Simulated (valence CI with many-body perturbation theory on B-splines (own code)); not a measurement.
# E1 line list for Lu22+

Calculated by configuration interaction combined with many-body perturbation theory (CI+MBPT): three valence electrons over a frozen Dirac-Fock core [Kr] 4d10, radial functions for each j: 8 s, 8 p, 9 d, 9 f, 6 g, 3 h, 2 i, with the one-electron correlation potential Σ1 (screened to all orders), the two-electron term Σ2, the three-electron term Σ3, Breit, model QED; selected single and double excitations, second order for the rest, scaled by the run's own slope (own B-spline code, finite nucleus).

No measured spectrum was set against this ion. As an estimate, terms of the open shell hold to a few per cent of their energy, and close levels can change places. Core correlation moves these levels by up to 44000 cm⁻¹, and in measured spectra 5 to 20 % of such shifts remained as error; rates that hang on mixing are uncertain with them.

Lines 101 to 150 of 159 in falling wavelength, among levels below 709050 cm⁻¹, chosen from the strongest by gf and those to the six lowest levels. Wavelengths and rates use the calculated energies, so an error of 2000 cm⁻¹ moves a line at 165.1 Å by 0.33 % and its rate by three times that or more. Electric multipoles are in the length gauge, E1 and E2 with the static RPA response of the core. Weak lines are less certain than strong ones. Lines between different terms over intervals too small for the method are left out, as are lines whose strength nearly cancels. Where a level lies close to another of its J and parity, the split of strength between their lines is uncertain. The highest levels of a list are the least certain.

Names give the largest LS component (configuration and term), which can be under half, so a name can repeat, a term be missing and a line seem to break the LS rules; names also repeat where a configuration has a term twice. Letters in brackets count levels of one name in rising energy.

| λ vac (Å) | Upper | Lower | A (s⁻¹) | log gf | Branch % |
| --- | --- | --- | --- | --- | --- |
| 165.1 | 4f2 5s 2I_11/2 | 4f3 4G°_11/2 | 6.27e+04 | -5.51 | 5.0 |
| 165.0 | 4f2 5s 4H_7/2 | 4f3 4I°_9/2 | 6.59e+04 | -5.67 | 48.7 |
| 165.0 | 4f2 5s 2G_7/2 | 4f3 2H°_9/2 [a] | 2.23e+05 | -5.14 | 40.8 |
| 164.7 | 4f2 5s 2P_3/2 | 4f3 2D°_3/2 [b] | 5.21e+05 | -5.07 | 16.3 |
| 164.1 | 4f2 5s 2F_7/2 | 4f3 4F°_9/2 | 7.79e+04 | -5.60 | 10.7 |
| 164.0 | 4f2 5s 4P_5/2 | 4f3 4D°_3/2 | 1.86e+05 | -5.35 | 11.3 |
| 163.9 | 4f2 5s 4P_5/2 | 4f3 2D°_5/2 [b] | 4.98e+04 | -5.92 | 3.0 |
| 163.7 | 4f2 5s 4H_9/2 | 4f3 4I°_9/2 | 2.33e+04 | -6.03 | 14.4 |
| 163.5 | 4f2 5s 2F_5/2 | 4f3 4F°_3/2 | 6.50e+03 | -6.81 | 0.9 |
| 163.5 | 4f2 5s 4H_11/2 | 4f3 4I°_11/2 | 2.41e+04 | -5.94 | 12.4 |
| 163.4 | 4f2 5s 2I_13/2 | 4f3 2K°_15/2 | 1.01e+05 | -5.25 | 8.6 |
| 163.1 | 4f2 5s 4H_13/2 | 4f3 4I°_13/2 | 1.15e+04 | -6.19 | 6.1 |
| 163.0 | 4f2 5s 2H_11/2 | 4f3 2H°_9/2 [a] | 2.77e+04 | -5.88 | 4.1 |
| 162.9 | 4f2 5s 2G_9/2 | 4f3 4F°_7/2 | 3.41e+04 | -5.87 | 6.9 |
| 162.6 | 4f2 5s 4P_5/2 | 4f3 2D°_5/2 [a] | 3.83e+05 | -5.04 | 23.4 |
| 162.3 | 4f2 5s 2H_9/2 | 4f3 4I°_11/2 | 3.84e+04 | -5.82 | 9.2 |
| 162.1 | 4f2 5s 2P_1/2 | 4f3 2P°_1/2 | 4.28e+05 | -5.47 | 12.8 |
| 161.8 | 4f2 5s 2P_3/2 | 4f3 2D°_5/2 [b] | 1.53e+05 | -5.62 | 4.8 |
| 161.0 | 4f2 5s 2P_1/2 | 4f3 2D°_3/2 [a] | 6.05e+05 | -5.33 | 18.1 |
| 160.8 | 4f2 5s 2D_5/2 | 4f3 4S°_3/2 | 6.93e+05 | -4.79 | 60.3 |
| 160.7 | 4f2 5s 2I_13/2 | 4f3 2K°_13/2 | 1.54e+05 | -5.08 | 13.2 |
| 160.7 | 4f2 5s 2G_9/2 | 4f3 2H°_9/2 [a] | 1.09e+04 | -6.38 | 2.2 |
| 160.6 | 4f2 5s 2I_11/2 | 4f3 2K°_13/2 | 4.33e+05 | -4.70 | 34.3 |
| 160.5 | 4f2 5s 2P_3/2 | 4f3 2D°_5/2 [a] | 1.44e+06 | -4.65 | 45.2 |
| 160.4 | 4f2 5s 2H_11/2 | 4f3 4I°_13/2 | 2.23e+03 | -6.99 | 0.3 |
| 160.3 | 4f2 5s 4F_9/2 | 4f3 4I°_11/2 | 2.09e+03 | -7.10 | 0.4 |
| 160.2 | 4f2 5s 2I_11/2 | 4f3 2H°_11/2 [a] | 1.90e+04 | -6.06 | 1.5 |
| 159.9 | 4f2 5s 4P_5/2 | 4f3 2D°_3/2 [a] | 3.50e+05 | -5.09 | 21.4 |
| 159.9 | 4f2 5s 4P_1/2 | 4f3 4S°_3/2 | 6.62e+05 | -5.29 | 62.0 |
| 159.8 | 4f2 5s 4H_13/2 | 4f3 4I°_11/2 | 2.65e+01 | -8.85 | 0.0 |
| 159.8 | 4f2 5s 4H_11/2 | 4f3 4I°_9/2 | 7.92e+01 | -8.44 | 0.0 |
| 159.2 | 4f2 5s 2F_7/2 | 4f3 2H°_9/2 [a] | 9.34e+04 | -5.55 | 12.9 |
| 158.7 | 4f2 5s 2H_9/2 | 4f3 4I°_9/2 | 7.20e+03 | -6.57 | 1.7 |
| 157.9 | 4f2 5s 4P_3/2 | 4f3 4S°_3/2 | 1.01e+06 | -4.82 | 65.6 |
| 157.4 | 4f2 5s 2D_5/2 | 4f3 4F°_3/2 | 5.83e+04 | -5.89 | 5.1 |
| 157.3 | 4f2 5s 4F_7/2 | 4f3 4I°_9/2 | 1.22e+04 | -6.44 | 2.0 |
| 157.3 | 4f2 5s 2H_11/2 | 4f3 4I°_11/2 | 6.16e+03 | -6.56 | 0.9 |
| 156.8 | 4f2 5s 4F_9/2 | 4f3 4I°_9/2 | 2.29e+04 | -6.07 | 4.9 |
| 156.5 | 4f2 5s 4P_1/2 | 4f3 4F°_3/2 | 1.31e+05 | -6.02 | 12.2 |
| 155.8 | 4f2 5s 2P_1/2 | 4f3 4S°_3/2 | 1.52e+05 | -5.96 | 4.6 |
| 155.6 | 4f2 5s 2G_7/2 | 4f3 4I°_9/2 | 9.20e+04 | -5.57 | 16.8 |
| 155.4 | 4f2 5s 2I_13/2 | 4f3 4I°_15/2 | 1.30e+04 | -6.18 | 1.1 |
| 155.0 | 4f2 5s 2G_9/2 | 4f3 4I°_11/2 | 6.83e+03 | -6.61 | 1.4 |
| 155.0 | 4f2 5s 2I_11/2 | 4f3 2H°_9/2 [a] | 1.72e+03 | -7.13 | 0.1 |
| 154.7 | 4f2 5s 4P_5/2 | 4f3 4S°_3/2 | 4.44e+05 | -5.02 | 27.1 |
| 154.6 | 4f2 5s 4P_3/2 | 4f3 4F°_3/2 | 6.90e+04 | -6.01 | 4.5 |
| 153.9 | 4f2 5s 2H_11/2 | 4f3 4I°_9/2 | 5.15e+01 | -8.66 | 0.0 |
| 152.9 | 4f2 5s 2P_3/2 | 4f3 4S°_3/2 | 1.37e+05 | -5.72 | 4.3 |
| 152.7 | 4f2 5s 2I_13/2 | 4f3 4I°_13/2 | 2.14e+04 | -5.98 | 1.8 |
| 152.6 | 4f2 5s 2I_11/2 | 4f3 4I°_13/2 | 1.72e+04 | -6.14 | 1.4 |

Problem. How does gf follow from A for the line at 163.1 Å?

Solution. gf = 1.4992 × (2J+1)_upper × A / σ², with σ = 613187 cm⁻¹ and 2J+1 = 14: gf = 6.45e-07.
